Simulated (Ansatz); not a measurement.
Reaction (SMILES): OB(O)F [fluoroboronic acid] -> O[B]O + F atom (the B-F bond at the site shown breaks; other sites are not compared here)
Structures are relaxed separately at B3LYP-D3(BJ)/def2-TZVP in Ansatz (an electronic-structure program), one conformer each, not searched for the lowest.

Quantity: bond dissociation energy (electronic energy difference), in kJ/mol. Valence correlation only, unless marked. Open shells are spin-unrestricted. No spin-orbit coupling. Non-relativistic. Basis-set limits of correlation are two-point, X^-3; Hartree-Fock from the larger set. [CCSD(T)-MP2]/basis is that difference in the basis named.

```csv
level,program,bond dissociation energy (kJ/mol)
PBE-D3(BJ)/def2-TZVPD,Ansatz + dftd3,726.3
PBE-D4/def2-TZVPD,Ansatz + dftd4,727.0
B3LYP/def2-TZVPD,Ansatz,715.7
PBE0-D4/def2-TZVP,Ansatz + dftd4,718.4
HSE06-D3(BJ)/def2-TZVPD,Ansatz + dftd3,[?]
LC-wPBE/def2-TZVPD,Ansatz,727.0
B2GP-PLYP/def2-TZVPD,Ansatz,[?]
SCS-MP2/cc-pwCVTZ,Ansatz,746.8
CCSD/6-31G*,Ansatz,[?]
CCSD(T) with core electrons/cc-pwCVTZ,Ansatz,734.1
"RI-MP2/CBS(aug-cc-pVTZ,aug-cc-pVQZ)+[CCSD(T)-MP2]/aug-cc-pVTZ",Ansatz,744.7
```

Fill in the missing entries.


- HSE06-D3(BJ)/def2-TZVPD, bond dissociation energy (kJ/mol): 715.3
- B2GP-PLYP/def2-TZVPD, bond dissociation energy (kJ/mol): 729.2
- CCSD/6-31G*, bond dissociation energy (kJ/mol): 716.9
